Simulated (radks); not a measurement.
Coulomb parameter of the 3d shell of neutral vanadium in the model configuration [Ar] 3d1.5 4s2 4p1.5, as a second difference U = [E(n + 0.25) + E(n - 0.25) - 2 E(n)] / (0.25)^2 with all orbitals relaxed. "Bare": the charge of the atom changes with n. "Screened": the 4p shell takes up the change at fixed total charge, which measures U(3d,3d) + U(4p,4p) - 2 U(3d,4p). Calculated with a radial shooting solver on a logarithmic mesh with Libxc functionals: scalar-relativistic Kohn-Sham, PBE, spin-unpolarised, spherical densities, finite nucleus; Fermi nuclear charge, rms radius 3.6002 fm.

case                     configuration  E - E(n) (eV)
start             [Ar] 3d1.5 4s2 4p1.5          0.000
bare +0.25       [Ar] 3d1.75 4s2 4p1.5         -3.040
bare -0.25       [Ar] 3d1.25 4s2 4p1.5          3.823
screened +0.25  [Ar] 3d1.75 4s2 4p1.25         -2.476
screened -0.25  [Ar] 3d1.25 4s2 4p1.75          2.805

U(bare) = 12.523 eV, U(screened by 4p) = 5.259 eV, against the Slater integral F0(3d,3d) = 20.882 eV with frozen orbitals. The step up makes a negative ion, whose loosely bound charge lowers the bare value.
